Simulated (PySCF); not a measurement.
Br4Se, SMILES Br[Se-](Br)(Br)Br, charge -1, multiplicity 2.

Geometry optimised at B3LYP-D3(BJ)/def2-SVPD.

Two levels are set side by side: PBE/def2-SVPD (PySCF) and B3LYP/def2-SVPD (PySCF). Same geometry, gas phase. Differences are taken from unrounded values.

| quantity | B3LYP | PBE | PBE minus B3LYP |
|---|---|---|---|
| α-spin orbital gap (eV) | 3.96 | 2.55 | -1.41 |
| β-spin orbital gap (eV) | 1.92 | 0.69 | -1.24 |
| mean polarisability (bohr³) | 185.1 | 188.9 | 3.8 |

Rough cost on one machine, each run with all the roots and properties that it gave: B3LYP against PBE within a factor of 2.
